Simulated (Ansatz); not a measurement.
**How methods differ on CH7FSi2 (SMILES F[SiH2]C[SiH3])**

The species is CH7FSi2 (11 atoms), meant as a singlet with charge 0. SMILES: `F[SiH2]C[SiH3]`. The shape is that of a PBE0-D4/def2-TZVP optimisation. This is one conformer, not always the lowest.

```xyz
11

F    -1.6291    1.6674    0.2020
Si   -0.0692    1.4984    0.5344
C     0.3492   -0.3059    0.6055
Si   -0.1572   -1.3069   -0.8997
H     0.6940    2.1729   -0.5450
H     0.1757    2.1775    1.8314
H     1.4371   -0.3852    0.7226
H    -0.1013   -0.7511    1.4989
H    -1.6364   -1.3884   -0.9957
H     0.3699   -0.6657   -2.1341
H     0.3926   -2.6860   -0.8122
```

Each level gives the energy change with the Si2–C3 bond stretched from 1.854 to 4.078 Å (eV). The values are calculated.

```json
{"level": "PBE0/6-31G* (spherical functions) (restricted)", "kind": "global hybrid", "program": "Ansatz", "value (eV)": "5.33", "less CCSD(T)/6-31G*": "+1.07", "CPU time (all runs)": "17 s"}
{"level": "r2SCAN0/6-31G* (spherical functions) (restricted)", "kind": "hybrid meta-GGA", "program": "Ansatz", "value (eV)": "5.56", "less CCSD(T)/6-31G*": "+1.30", "CPU time (all runs)": "31 s"}
{"level": "HSE06/6-31G* (spherical functions) (restricted)", "kind": "range-separated hybrid", "program": "Ansatz", "value (eV)": "5.28", "less CCSD(T)/6-31G*": "+1.02", "CPU time (all runs)": "17 s"}
{"level": "wB97X/6-31G* (spherical functions) (restricted)", "kind": "range-separated hybrid", "program": "Ansatz", "value (eV)": "6.00", "less CCSD(T)/6-31G*": "+1.74", "CPU time (all runs)": "59 s"}
{"level": "PBE-QIDH/6-31G* (spherical functions) (restricted)", "kind": "double hybrid", "program": "Ansatz", "value (eV)": "5.61", "less CCSD(T)/6-31G*": "+1.35", "CPU time (all runs)": "27 s"}
{"level": "RPA@PBE0/6-31G* (spherical functions) (restricted)", "kind": "RPA", "program": "Ansatz", "value (eV)": "5.04", "less CCSD(T)/6-31G*": "+0.78", "CPU time (all runs)": "32 s"}
{"level": "BCCD(T)/6-31G* (spherical functions) (restricted)", "kind": "coupled cluster or CI", "program": "Ansatz", "value (eV)": "4.26", "less CCSD(T)/6-31G*": "0.00", "CPU time (all runs)": "35 s"}
{"level": "CCSD(T)/6-31G* (spherical functions) (restricted)", "kind": "coupled cluster or CI", "program": "Ansatz", "value (eV)": "4.26", "less CCSD(T)/6-31G*": "0.00", "CPU time (all runs)": "28 s"}
```

CCSD(T)/6-31G* (spherical functions) (restricted) is the highest level here, not the true value. Its T1 diagnostic reaches 0.023, a sign that one reference may not serve. At this stretch a single reference begins to fail. The first shape isn't each level's own minimum. The values span 4.26 to 6.00 eV. In so small a basis fixed costs decide the times, and correlated methods can beat functionals. Times are those of the runs behind each value, whatever else they computed, on shared processors of several kinds: orders of magnitude only.
